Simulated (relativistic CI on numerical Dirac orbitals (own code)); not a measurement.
Method of calculation: Dirac-Coulomb-Breit CI, separate exchange-only KLI orbitals for each configuration, QED by a radiative potential, unscaled Slater integrals (own radial code, finite nucleus).

Configurations in the expansion (outside the closed core [Ar] 3d10): 4s²4p⁶4d⁷, 4s²4p⁵4d⁸, 4s²4p⁶4d⁶4f, 4s4p⁶4d⁸, 4s²4p⁵4d⁷4f, 4s²4p⁶4d⁶5s, 4s4p⁶4d⁷4f, 4s²4p⁶4d⁶5p, 4s²4p⁶4d⁵4f5s, 4s²4p⁶4d⁶5d, 4s²4p⁵4d⁷5s, 4s²4p⁶4d⁵5s5p, 4s²4p⁶4d⁶5f, 4s²4p⁶4d⁶6s, 4s²4p⁶4d⁶6p, 4s4p⁶4d⁷5s, 4p⁶4d⁸4f, 4s²4p⁶4d⁶7s, 4p⁶4d⁹, 4p⁵4d¹⁰, 4p⁵4d⁹4f, 4s²4p⁶4d⁵5s², 4s²4p⁶4d⁴4f5s², 4s²4p⁵4d⁵4f5s², 4s4p⁶4d⁵4f5s², 4p⁶4d⁸5s, 4p⁵4d⁹5s, 4p⁵4d⁸4f5s, 4p⁶4d⁷5s², 4p⁵4d⁸5s², 4p⁶4d⁶4f5s², 4p⁵4d⁷4f5s². Double excitations out of closed p, d and f shells are left out; levels of such configurations are missing from the list, as are those of other unlisted configurations, and high levels can miss mixing partners.

At this charge energies of transitions that change n are usually good to better than 1 %, and those within a shell (Δn = 0) to a few per cent. Terms inside the open d or f shell come out 10 to 20 % too wide with unscaled integrals.

Outline of the computed level scheme of Dy XXIV. Lowest level of each configuration: 4s²4p⁶4d⁷ ⁴F9/2 at 0.000 eV; 4s²4p⁵4d⁸ ⁴G°11/2 at 139.047 eV; 4s²4p⁶4d⁶4f ⁶G°11/2 at 153.798 eV.

Some strong electric-dipole decays among the lowest 45 levels: 4s²4p⁵4d⁸ ⁴D°7/2 → 4s²4p⁶4d⁷ ⁴F9/2 (3.3e+10 s⁻¹); 4s²4p⁵4d⁸ ²G°9/2 → 4s²4p⁶4d⁷ ²H11/2 (3.2e+10 s⁻¹); 4s²4p⁵4d⁸ ²S°1/2 → 4s²4p⁶4d⁷ ²P3/2 (2.8e+10 s⁻¹); 4s²4p⁵4d⁸ ⁴F°9/2 → 4s²4p⁶4d⁷ ⁴F9/2 (2.7e+10 s⁻¹); 4s²4p⁵4d⁸ ²F°7/2 → 4s²4p⁶4d⁷ ²G9/2 (2.7e+10 s⁻¹); 4s²4p⁵4d⁸ ²P°3/2 → 4s²4p⁶4d⁷ ²D5/2 (2.2e+10 s⁻¹); 4s²4p⁵4d⁸ ²G°7/2 → 4s²4p⁶4d⁷ ²G7/2 (1.6e+10 s⁻¹); 4s²4p⁵4d⁸ ²P°3/2 → 4s²4p⁶4d⁷ ²P3/2 (1.5e+10 s⁻¹).

LS names give the leading component of a level, which can be under half, so a name can repeat, a term be missing and a line seem to break the LS rules.
